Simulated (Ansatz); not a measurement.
Reaction (atomization): `FB([SiH3])Br` → B• + Br• + F• + 3 H• + Si•

Gas-phase electronic energies from Ansatz, PBE0-D4/def2-TZVP geometries. CBS: MP2 limit from def2 TZ/QZ plus the TZ coupled-cluster correction, frozen cores. This one scheme is used for every species, atoms too. Functionals use def2-TZVPP. Open shells (•) are unrestricted, without spin–orbit coupling. Spin–orbit coupling would lower the free atoms: a little for B, F, Si; clearly for Br. Bonds to Br are less sure, by a few kJ/mol each and by 10 to 20 or more in all where they break to atoms, as the def2 sets lack core-valence functions. Scalar relativity is left out up to krypton.

```json
{"level": "PBE-D4", "ΔE (eV)": "24.18", "difference from CCSD(T)/CBS": "0.26"}
{"level": "revPBE-D4", "ΔE (eV)": "23.60", "difference from CCSD(T)/CBS": "-0.32"}
{"level": "ωB97M-V", "ΔE (eV)": "23.90", "difference from CCSD(T)/CBS": "-0.02"}
{"level": "B2PLYP", "ΔE (eV)": "23.62", "difference from CCSD(T)/CBS": "-0.30"}
{"level": "PBE-QIDH", "ΔE (eV)": "23.77", "difference from CCSD(T)/CBS": "-0.15"}
{"level": "PBE", "ΔE (eV)": "24.03", "difference from CCSD(T)/CBS": "0.11"}
{"level": "revPBE", "ΔE (eV)": "23.19", "difference from CCSD(T)/CBS": "-0.73"}
{"level": "r2SCANh", "ΔE (eV)": "23.92", "difference from CCSD(T)/CBS": "0.00"}
{"level": "r2SCAN0", "ΔE (eV)": "23.69", "difference from CCSD(T)/CBS": "-0.23"}
{"level": "BHLYP", "ΔE (eV)": "23.10", "difference from CCSD(T)/CBS": "-0.82"}
{"level": "CAM-B3LYP", "ΔE (eV)": "23.81", "difference from CCSD(T)/CBS": "-0.11"}
{"level": "LC-ωPBE", "ΔE (eV)": "23.72", "difference from CCSD(T)/CBS": "-0.20"}
{"level": "CCSD/def2-SVP", "ΔE (eV)": "22.36", "difference from CCSD(T)/CBS": "-1.56"}
{"level": "CCSD(T)/def2-SVP", "ΔE (eV)": "22.61", "difference from CCSD(T)/CBS": "-1.31"}
{"level": "CCSD(T)/def2-TZVPP", "ΔE (eV)": "23.29", "difference from CCSD(T)/CBS": "-0.63"}
{"level": "SCS-MP2/def2-QZVPP", "ΔE (eV)": "23.95", "difference from CCSD(T)/CBS": "0.03"}
{"level": "CCSD(T)/CBS", "ΔE (eV)": "23.92", "difference from CCSD(T)/CBS": "0"}
```

Largest T1 diagnostic among the species: 0.014.

The D4 term adds +0.25 eV with B3LYP and +0.13 eV with PBE0; it sums over pairs of atoms, weighted by their polarisabilities, and B3LYP, whose exchange is more repulsive, gets the larger term. At CCSD(T), def2-SVP lies −1.31 eV from the extrapolated value and def2-TZVPP −0.63 eV: correlation converges slowly with the basis, and small sets miss more of it in the bonded molecule than in its fragments.

B3LYP here is the variant with VWN-RPA as its local correlation; programs differ in this.

For atomizations the MP2-based limit and the directly extrapolated one differ by several kJ/mol either way, and by 10 to 25 for some Ge, Se and Sn compounds, so smaller differences from it don't rank the levels.
